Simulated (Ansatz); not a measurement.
Gas-phase electronic energies from Ansatz, PBE0-D4/def2-TZVP geometries. CCSD(T)/CBS is the MP2 limit (def2-TZVPP, def2-QZVPP) plus CCSD(T) − MP2 in def2-TZVPP, frozen cores. DFT in def2-TZVPP. B3LYP here is the variant with VWN-RPA as its local correlation; programs differ in this. For Ge outer-core shells are correlated without core-valence functions, which leaves a few kJ/mol of doubt a bond. Scalar relativity is left out up to krypton. Each species was taken in one conformer, which may not be the lowest.

Consider the formal exchange of groups at a Ge–C bond: `[CH3][Ge]([F])([F])[F]` + `C#CCOC=O` → `C#[C][Ge]([F])([F])[F]` + `CCOC=O`.

```csv
level,ΔE (kJ/mol),difference from CCSD(T)/CBS
PBE-D4,14.3,10.2
r2SCAN-D4,9.0,4.9
PBE0-D4,11.0,6.9
B3LYP-D4,9.7,5.6
ωB97X-V,6.0,1.9
ωB97M-V,6.8,2.7
B2PLYP,4.9,0.8
PBE,14.6,10.5
r2SCAN,9.0,4.9
PBE0,11.2,7.1
B3LYP,10.2,6.1
HF/def2-TZVPP,-3.8,-7.9
MP2/def2-TZVPP,-0.1,-4.2
SCS-MP2/def2-TZVPP,-3.1,-7.2
CCSD/def2-TZVPP,-1.8,-5.9
CCSD(T)/def2-TZVPP,-1.9,-6.0
HF/def2-QZVPP,-3.9,-8.0
MP2/def2-QZVPP,3.3,-0.8
SCS-MP2/def2-QZVPP,-0.1,-4.2
HF/CBS(def2),-3.9,-8.0
MP2/CBS(def2),5.9,1.8
CCSD/CBS(def2),4.2,0.1
CCSD(T)/CBS,4.1,0
```

Largest T1 diagnostic among the species: 0.015.

From PBE to PBE0 (25 % exact exchange), in def2-TZVPP and without D4, ΔE moves by −3.4 kJ/mol.
